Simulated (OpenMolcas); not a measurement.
# Predicting a hybrid from its neighbours: GeCl2 (germanium dichloride)

GeCl2: 3 atoms, total charge 0, spin state singlet. SMILES: `Cl[Ge]Cl`. The coordinates come from a PBE0-D4/def2-TZVP relaxation.

The electronic atomisation energy y, in eV, basis aug-cc-pVDZ; a is the functional's share of exact exchange. Programs: OpenMolcas 26.06.

| functional | program | a | y (eV) |
| --- | --- | --- | --- |
| TPSS | OpenMolcas | 0 | 8.28 |
| PBE | OpenMolcas | 0 | 8.44 |
| B3LYP | OpenMolcas | 0.2 | ? |
| PBE0 | OpenMolcas | 0.25 | 8.14 |
| BHLYP | OpenMolcas | 0.5 | 7.54 |

Q: Fit y = c + s·a to the known rows and predict B3LYP.

A: 
1. Means of the 4 rows: a = 0.1875, y = 8.100.
2. Σ(Δa)² = 0.17188, Σ(Δa·Δy) = -0.27, so the slope is -0.27/0.17188 = -1.5709.
3. Intercept: 8.100 − (-1.5709) × 0.1875 = 8.395. The largest residual of the fit is 0.14.
4. B3LYP: 8.395 + (-1.5709) × 0.2 = 8.08 eV.

The run gave 7.91 eV, so the prediction is off by +0.17 eV, about the largest residual. The rows mix families of semi-local functionals, which the line can't see.
